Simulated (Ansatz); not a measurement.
Correlation energies of GaH3O2, SMILES `[OH][GaH][OH]` by basis set

| atom | x (Å) | y (Å) | z (Å) |
| --- | --- | --- | --- |
| O1 | -0.953 | 0.962 | -0.433 |
| Ga2 | 0.024 | -0.493 | -0.091 |
| O3 | 1.432 | -0.143 | 0.935 |
| H4 | -1.722 | 0.812 | -0.984 |
| H5 | -0.273 | -1.922 | -0.603 |
| H6 | 1.491 | 0.784 | 1.176 |

The species carries charge 0 and has multiplicity 1. Correlated methods include outer-core shells of Ga, which these sets cover unevenly. Scalar relativity is left out up to krypton. The structure was optimised at the PBE0-D4/def2-TZVP level. It is one conformer, not always the lowest. Frozen core, restricted reference, Ansatz.

```csv
basis,HF (Eh),MP2 corr.
def2-SVP,-2074.40306,-0.59649
def2-TZVPP,-2074.84987,-0.71948
def2-QZVPP,-2074.89846,-1.00666
```

Q: Estimate the CCSD correlation energy and the (T) correction in each basis where they were run (hartree).

A: 
```csv
basis,CCSD corr.,(T)
def2-SVP,-0.59939,-0.01511
def2-TZVPP,-0.71983,-0.02665
```
